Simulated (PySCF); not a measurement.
Isomers of C4H11F2NSi.

All values: PBE0/pcSseg-1 (PySCF) at GFN2-xTB geometries, gas phase, one conformer each.

(1) Rank by the lowest IAO charge on any atom, lowest value first.
A. `[CH3:1][NH:2][SiH2:3][C@@H:4]([F:5])[C@H:6]([CH3:7])[F:8]` with C1–N2–Si3–C4 180°, N2–Si3–C4–F5 54°, Si3–C4–C6–C7 166°
B. `[CH3:1][C@@H:2]([CH:3]([F:4])[F:5])[Si@@H:6]([CH3:7])[NH2:8]` with C1–C2–C3–F4 71°, C1–C2–Si6–C7 -44°, C2–Si6–N8–H -167° and 55°
C. `[NH2:1][CH2:2][C@H:3]([CH2:4][SiH3:5])[CH:6]([F:7])[F:8]` with H–N1–C2–C3 -68° and 173°, N1–C2–C3–C4 -63°, C2–C3–C4–Si5 164°, C2–C3–C6–F7 -63°

(2) Rank by dipole moment, lowest first.
A. `[CH3:1][NH:2][SiH2:3][CH:4]([CH2:5][F:6])[CH2:7][F:8]` with C1–N2–Si3–C4 -176°, N2–Si3–C4–C5 61°, Si3–C4–C5–F6 53°, Si3–C4–C7–F8 170°
B. `[CH3:1][C@@H:2]([CH:3]([F:4])[F:5])[Si@H:6]([CH3:7])[NH2:8]` with C1–C2–C3–F4 71°, C1–C2–Si6–C7 64°, C2–Si6–N8–H -53° and 168°
C. `[F:1][CH2:2][C@@H:3]([F:4])[CH2:5][CH2:6][NH:7][SiH3:8]` with F1–C2–C3–F4 95°, C2–C3–C5–C6 78°, C3–C5–C6–N7 180°, C5–C6–N7–Si8 -82°
D. `[CH3:1][C@@H:2]([CH:3]([F:4])[F:5])[Si@@H:6]([CH3:7])[NH2:8]` with C1–C2–C3–F4 71°, C1–C2–Si6–C7 -44°, C2–Si6–N8–H -167° and 55°
E. `[CH3:1][C@@H:2]([CH2:3][NH2:4])[CH2:5][SiH:6]([F:7])[F:8]` with C1–C2–C3–N4 179°, C2–C3–N4–H 73° and -166°, C1–C2–C5–Si6 -170°, C2–C5–Si6–F7 -56°
F. `[CH3:1][NH:2][SiH2:3][C@@H:4]([F:5])[C@H:6]([CH3:7])[F:8]` with C1–N2–Si3–C4 180°, N2–Si3–C4–F5 54°, Si3–C4–C6–C7 166°

(3) Rank by the highest Hirshfeld charge on any atom, highest value first.
A. `[CH3:1][NH:2][SiH2:3][C@@H:4]([F:5])[C@@H:6]([CH3:7])[F:8]` with C1–N2–Si3–C4 177°, N2–Si3–C4–F5 40°, Si3–C4–C6–C7 -69°
B. `[CH3:1][NH:2][SiH2:3][CH:4]([CH2:5][F:6])[CH2:7][F:8]` with C1–N2–Si3–C4 -176°, N2–Si3–C4–C5 61°, Si3–C4–C5–F6 53°, Si3–C4–C7–F8 170°
C. `[CH3:1][C@@H:2]([CH2:3][NH2:4])[CH2:5][SiH:6]([F:7])[F:8]` with C1–C2–C3–N4 179°, C2–C3–N4–H 73° and -166°, C1–C2–C5–Si6 -170°, C2–C5–Si6–F7 -56°
D. `[CH3:1][C@@H:2]([CH:3]([F:4])[F:5])[Si@@H:6]([CH3:7])[NH2:8]` with C1–C2–C3–F4 71°, C1–C2–Si6–C7 -44°, C2–Si6–N8–H -167° and 55°
E. `[NH2:1][CH2:2][C@H:3]([CH2:4][SiH3:5])[CH:6]([F:7])[F:8]` with H–N1–C2–C3 -68° and 173°, N1–C2–C3–C4 -63°, C2–C3–C4–Si5 164°, C2–C3–C6–F7 -63°

## Answers

(1) B (-0.845 e), A (-0.680 e), C (-0.577 e).

(2) F (1.02 D), B (1.62 D), C (2.26 D), D (2.46 D), A (2.91 D), E (5.62 D).

(3) C (+0.432 e), D (+0.388 e), B (+0.360 e), A (+0.349 e), E (+0.312 e).

All values together:

```csv
SMILES,μ (D),HOMO (eV),LUMO (eV),lowest IAO charge (e),highest IAO charge (e),lowest Hirshfeld charge (e),highest Hirshfeld charge (e)
CN[SiH2]C(CF)CF,2.91,-6.92,0.56,-0.675 (N),+0.886 (Si),-0.242 (N),+0.360 (Si)
NC[C@H](C[SiH3])C(F)F,1.69,-7.08,0.81,-0.577 (N),+0.591 (Si),-0.224 (N),+0.312 (Si)
C[C@@H](CN)C[SiH](F)F,5.62,-8.19,0.86,-0.584 (C),+1.400 (Si),-0.247 (F),+0.432 (Si)
FC(F)CCCN[SiH3],2.93,-7.00,0.40,-0.682 (N),+0.752 (Si),-0.234 (N),+0.348 (Si)
C[C@@H](C(F)F)[Si@H](C)N,1.62,-7.26,1.09,-0.846 (N),+1.035 (Si),-0.315 (N),+0.387 (Si)
C[C@@H](C(F)F)[Si@@H](C)N,2.46,-7.31,1.03,-0.845 (N),+1.035 (Si),-0.316 (N),+0.388 (Si)
CN[SiH2][C@@H](F)[C@@H](C)F,1.08,-6.71,0.71,-0.675 (N),+0.882 (Si),-0.246 (N),+0.349 (Si)
FC[C@@H](F)CCN[SiH3],2.26,-6.99,0.43,-0.672 (N),+0.744 (Si),-0.243 (N),+0.346 (Si)
CN[SiH2][C@@H](F)[C@H](C)F,1.02,-6.75,0.73,-0.680 (N),+0.890 (Si),-0.248 (N),+0.346 (Si)
```

Conformers: `[CH3:1][NH:2][SiH2:3][CH:4]([CH2:5][F:6])[CH2:7][F:8]` with C1–N2–Si3–C4 -176°, N2–Si3–C4–C5 61°, Si3–C4–C5–F6 53°, Si3–C4–C7–F8 170°; `[NH2:1][CH2:2][C@H:3]([CH2:4][SiH3:5])[CH:6]([F:7])[F:8]` with H–N1–C2–C3 -68° and 173°, N1–C2–C3–C4 -63°, C2–C3–C4–Si5 164°, C2–C3–C6–F7 -63°; `[CH3:1][C@@H:2]([CH2:3][NH2:4])[CH2:5][SiH:6]([F:7])[F:8]` with C1–C2–C3–N4 179°, C2–C3–N4–H 73° and -166°, C1–C2–C5–Si6 -170°, C2–C5–Si6–F7 -56°; `[F:1][CH:2]([F:3])[CH2:4][CH2:5][CH2:6][NH:7][SiH3:8]` with F1–C2–C4–C5 177°, C2–C4–C5–C6 67°, C4–C5–C6–N7 53°, C5–C6–N7–Si8 -141°; `[CH3:1][C@@H:2]([CH:3]([F:4])[F:5])[Si@H:6]([CH3:7])[NH2:8]` with C1–C2–C3–F4 71°, C1–C2–Si6–C7 64°, C2–Si6–N8–H -53° and 168°; `[CH3:1][C@@H:2]([CH:3]([F:4])[F:5])[Si@@H:6]([CH3:7])[NH2:8]` with C1–C2–C3–F4 71°, C1–C2–Si6–C7 -44°, C2–Si6–N8–H -167° and 55°; `[CH3:1][NH:2][SiH2:3][C@@H:4]([F:5])[C@@H:6]([CH3:7])[F:8]` with C1–N2–Si3–C4 177°, N2–Si3–C4–F5 40°, Si3–C4–C6–C7 -69°; `[F:1][CH2:2][C@@H:3]([F:4])[CH2:5][CH2:6][NH:7][SiH3:8]` with F1–C2–C3–F4 95°, C2–C3–C5–C6 78°, C3–C5–C6–N7 180°, C5–C6–N7–Si8 -82°; `[CH3:1][NH:2][SiH2:3][C@@H:4]([F:5])[C@H:6]([CH3:7])[F:8]` with C1–N2–Si3–C4 180°, N2–Si3–C4–F5 54°, Si3–C4–C6–C7 166°.
